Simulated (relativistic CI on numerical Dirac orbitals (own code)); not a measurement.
# Cr6+ in a cubic cluster: 2p photoemission with charge transfer

Computed with a charge-transfer multiplet model of a cubic metal-ligand cluster with up to 2 ligand holes, Slater and spin-orbit integrals from Dirac-Coulomb-Breit ions, Slater integrals scaled by 0.8. The ground state mixes d0 with configurations of k ligand holes L, whose averages lie at kΔ + k(k − 1)U_dd/2; a core hole lowers each added d electron by U_cd. 20 K, Lorentzian 0.6 eV and Gaussian 0.8 eV FWHM.

Atomic integrals in eV (Slater integrals scaled, ζ unscaled), ground: F2dd 9.377, F4dd 5.906, zeta_d 0.039; with the core hole: F2dd 9.377, F4dd 5.906, zeta_d 0.067, zeta_core 5.617, F2cd 6.891, G1cd 5.439, G3cd 3.098. Where a configuration has fewer than two d electrons, the dd integrals are those of d2.

Cluster parameters (eV): Δ = -0.5, U_dd = 5.2, U_cd = 6.5, 10Dq(ligand) = 1.4, V(eg) = 1.75, V(t2g) = -0.88, final-state hopping factor = 1.

```csv
Case,n_d,d0,d1L,d2L2,S
10Dq = -0.3 eV,0.97,0.22,0.59,0.19,0.00
10Dq = 0.3 eV,0.94,0.24,0.59,0.18,0.00
10Dq = 0.9 eV,0.92,0.25,0.58,0.17,0.00
```

Weights, n_d and S are thermal averages at 20 K. Binding energies count from the first peak over 30 % of the highest in each spectrum, which can be another peak from case to case. The parameters are a model scan and need not match a compound or its usual spin state. A negative ionic 10Dq is a model choice; hopping adds the covalent part of the field. Peaks in eV (height, largest 100):
- 10Dq = -0.3 eV: 0.0 (100), 4.9 (8), 6.2 (8), 9.2 (58), 13.3 (8), 18.0 (8), 19.2 (5)
- 10Dq = 0.3 eV: 0.0 (100), 4.6 (9), 5.6 (8), 9.2 (59), 13.0 (8), 17.6 (7), 19.0 (6)
- 10Dq = 0.9 eV: 0.0 (100), 5.2 (9), 9.2 (60), 12.8 (8), 17.4 (7), 19.0 (7)

A d0 ion has no d-d gap: its lowest excitations are ligand-to-metal charge transfer. With the core hole the average of the configuration with one ligand hole lies at Δ − U_cd = -7.0 eV before mixing: it lies below the unscreened one, so the lowest final states are mostly screened and the unscreened weight appears at higher binding energy as a satellite.

With at most 2 ligand holes the space is cut while the next configuration still counts, so covalency is underestimated, and a final configuration with one more ligand hole, which can lie low, is missing from the spectra.
